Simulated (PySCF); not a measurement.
C3H6AlCl. Atoms are numbered in the order given.

```xyz
11

Al     0.2046    -0.0392     0.0000
Cl    -0.6328    -1.9898     0.0000
C      2.1446     0.1352     0.0000
H      2.4826     1.1840     0.0000
H      2.5803    -0.3611    -0.8842
H      2.5803    -0.3611     0.8842
C     -1.0209     1.4631     0.0000
C     -0.5719     2.7315     0.0000
H     -2.1110     1.3225     0.0000
H     -1.2427     3.6007     0.0000
H      0.4991     2.9720     0.0000
```

Geometry: B3LYP-D3(BJ)/def2-SVP. The structure was generated by enumeration; whether it is a known compound was not checked. One conformer was computed; it need not be the lowest.

These are PBE0/def2-TZVP (PySCF) values and carry that method's errors.

Symmetry labels are those of the subgroup Cs that the program uses (full group Cs).

Computed valence orbital energies around the gap with their symmetry:
| orbital | symmetry | energy (eV) |
|---|---|---|
| HOMO−7 | A' | -11.35 |
| HOMO−6 | A" | -11.20 |
| HOMO−5 | A' | -10.83 |
| HOMO−4 | A' | -9.24 |
| HOMO−3 | A" | -9.15 |
| HOMO−2 | A' | -9.09 |
| HOMO−1 | A" | -8.20 |
| HOMO | A' | -7.99 |
| LUMO | A" | -1.38 |
| LUMO+1 | A' | 0.10 |
| LUMO+2 | A" | 0.62 |
| LUMO+3 | A' | 1.37 |
